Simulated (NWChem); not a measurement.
# C₅H₅FSi; SMILES C([Si](F)(C)C#C)#C

Results from NWChem. The geometry was optimised at B3LYP/6-31G* (spherical d).

### Question
Predict the results for LDA (Slater exchange, VWN5)/def2-SVP. Quantities: highest occupied level (eV); orbital gap (eV); dipole (D).

### Answer
| Property | Value |
|---|---|
| highest occupied level (eV) | -7.16 |
| orbital gap (eV) | 5.29 |
| dipole (D) | 1.96 |
